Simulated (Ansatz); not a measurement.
One change: `OC[SiH](F)S` becomes `F[SiH](F)S`.

Ansatz, PBE0-D4/def2-TZVP geometries, multiplicity 1. Each molecule was computed in one conformer, which needn't be the lowest.

```
                               property  `OC[SiH](F)S`
     HOMO energy (PBE0/def2-TZVPP) / eV          -7.69
    HOMO energy (B3LYP/def2-TZVPP) / eV          -7.45
    HOMO–LUMO gap (PBE/def2-TZVPP) / eV           5.46
HOMO–LUMO gap (ωB97M-V/def2-TZVPP) / eV          11.70
  HOMO–LUMO gap (B3LYP/def2-TZVPP) / eV           7.23
    LUMO energy (B3LYP/def2-TZVPP) / eV          -0.21
```

Question: What does the change do to each property? (An estimate is asked.)

Answer: The calculation gave: 
```
                               property  `F[SiH](F)S`  shift
     HOMO energy (PBE0/def2-TZVPP) / eV         -8.29  -0.60
    HOMO energy (B3LYP/def2-TZVPP) / eV         -8.01  -0.56
    HOMO–LUMO gap (PBE/def2-TZVPP) / eV          5.96   0.50
HOMO–LUMO gap (ωB97M-V/def2-TZVPP) / eV         12.36   0.66
  HOMO–LUMO gap (B3LYP/def2-TZVPP) / eV          7.66   0.43
    LUMO energy (B3LYP/def2-TZVPP) / eV         -0.35  -0.14
```

With PBE0 the HOMO falls by 0.60 eV and the LUMO falls by 0.14 eV, so the gap widens by about 0.46 eV. PBE moves the HOMO by -0.69 eV and ωB97M-V by -0.57 eV.

B3LYP here is the variant with VWN-RPA as its local correlation; programs differ in this.
